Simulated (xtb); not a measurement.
fluorine atom (F), doublet. Base run: GFN2-xTB (xtb 6.7.1).

The xtb input:
```
$ xtb mol.xyz --gfn 2 --uhf 1 --json

# file mol.xyz
1

F      0.00000000     0.00000000     0.00000000
```

The base run was repeated with changes; each row names its change, and settings that it needs were set with it.

```csv
change,ΔE vs base (kcal/mol),SCF cycles
base,0.000,3
acc = 1000,0.000,3
acc = 0.0001,0.000,3
etemp = 10,1.10,3
acc = 0.1,0.000,3
file = coord,0.000,3
```
